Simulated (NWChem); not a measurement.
Species: C₄H₅N₂ cation; SMILES c1cnc[nH+]c1

Program: NWChem. Medium grid unless said otherwise, to which SCAN and Minnesota functionals are sensitive. Coordinates come from a PBE0/def2-SVP optimisation. B3LYP is NWChem's, with the RPA form of VWN correlation. Total energies of different functionals are on different scales.

```
level               energy (Ha)  highest occupied level (eV)  orbital gap (eV)
------------------  -----------  ---------------------------  ----------------
B3LYP/def2-SVP        -264.4832                       -13.13              5.35
PBE/def2-SVP          -264.1619                       -11.79              3.23
r2SCAN0/def2-SVP      -264.2920                       -13.71              6.15
BP86/def2-SVP         -264.4823                       -11.90              3.26
LRC-wPBEh/def2-SVP    -264.2158                       -15.32              9.39
TPSSh/def2-SVP        -264.5046                       -12.58              4.55
```
